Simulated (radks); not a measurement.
Question: The mean radii <r> (bohr) of the occupied orbitals of an atom or ion are listed with their occupations. Calculated with a radial shooting solver on a logarithmic mesh with Libxc functionals: non-relativistic Kohn-Sham, LDA (Slater exchange, Perdew-Wang correlation), spin-unpolarised, spherical densities, point nucleus.

orbital  occ.      <r>
1s          2  0.06167
2s          2   0.2815
2p          6   0.2468
3s          2   0.7610
3p          3   0.7609

Name the element and its charge.

Answer: Z = 25, manganese, charge +10: Mn10+ in [Ne] 3s2 3p3. The 1s radius gives Z: for a bare nucleus <r> = 1.5/Z, 0.06 bohr for Z = 25, and screening makes it slightly larger (0.06167 here). The occupations add up to 15, and the charge is Z minus that.
